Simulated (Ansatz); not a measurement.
Results of the Gaussian-basis code of Ansatz.

`C[Si]1(Cl)CC1=N` at its PBE0-D4/def2-TZVP geometry, where that method's forces vanish. Charge 0, multiplicity 1.

```
atom    x (Å)    y (Å)    z (Å)
  C1   0.4766   1.5178   1.1251
 Si2   0.6106  -0.1159   0.2644
 Cl3   2.2714  -1.1497   0.8735
  C4   0.0276  -0.3572  -1.4804
  C5  -0.8242  -1.0425  -0.4178
  N6  -1.8535  -1.7576  -0.5054
  H7  -0.4180   2.0408   0.7801
  H8   1.3520   2.1336   0.9064
  H9   0.4101   1.3829   2.2062
 H10   0.5445  -1.0410  -2.1530
 H11  -0.4461   0.4657  -2.0172
 H12  -2.1510  -2.0769   0.4181
```

Problem. For each bond, give half the difference of the two atoms' forces along it (eV/Å; positive pushes the atoms apart) under PBE-D4, r2SCAN-D4, B3LYP-D4, ωB97M-V in def2-TZVPP. (Estimate.)

Solution. The calculation gave: 
```json
{"bond": "C1–Si2", "length (Å)": "1.851", "PBE-D4": "-0.07", "r2SCAN-D4": "-0.02", "B3LYP-D4": "0.04", "ωB97M-V": "0.00"}
{"bond": "C1–H7", "length (Å)": "1.092", "PBE-D4": "0.10", "r2SCAN-D4": "-0.02", "B3LYP-D4": "-0.05", "ωB97M-V": "-0.04"}
{"bond": "C1–H8", "length (Å)": "1.092", "PBE-D4": "0.09", "r2SCAN-D4": "-0.02", "B3LYP-D4": "-0.04", "ωB97M-V": "-0.04"}
{"bond": "C1–H9", "length (Å)": "1.092", "PBE-D4": "0.11", "r2SCAN-D4": "0.00", "B3LYP-D4": "-0.05", "ωB97M-V": "-0.05"}
{"bond": "Si2–Cl3", "length (Å)": "2.049", "PBE-D4": "0.15", "r2SCAN-D4": "0.06", "B3LYP-D4": "0.17", "ωB97M-V": "0.06"}
{"bond": "Si2–C4", "length (Å)": "1.855", "PBE-D4": "0.15", "r2SCAN-D4": "0.06", "B3LYP-D4": "0.08", "ωB97M-V": "0.03"}
{"bond": "Si2–C5", "length (Å)": "1.839", "PBE-D4": "-0.15", "r2SCAN-D4": "-0.12", "B3LYP-D4": "-0.06", "ωB97M-V": "-0.06"}
{"bond": "C4–C5", "length (Å)": "1.525", "PBE-D4": "-0.09", "r2SCAN-D4": "0.05", "B3LYP-D4": "0.15", "ωB97M-V": "0.21"}
{"bond": "C4–H10", "length (Å)": "1.090", "PBE-D4": "0.08", "r2SCAN-D4": "-0.03", "B3LYP-D4": "-0.10", "ωB97M-V": "-0.10"}
{"bond": "C4–H11", "length (Å)": "1.091", "PBE-D4": "0.08", "r2SCAN-D4": "-0.03", "B3LYP-D4": "-0.10", "ωB97M-V": "-0.11"}
{"bond": "C5–N6", "length (Å)": "1.256", "PBE-D4": "0.57", "r2SCAN-D4": "0.27", "B3LYP-D4": "0.09", "ωB97M-V": "0.06"}
{"bond": "N6–H12", "length (Å)": "1.022", "PBE-D4": "0.21", "r2SCAN-D4": "0.01", "B3LYP-D4": "-0.04", "ωB97M-V": "-0.06"}
```

B3LYP here is the variant with VWN-RPA as its local correlation; programs differ in this.
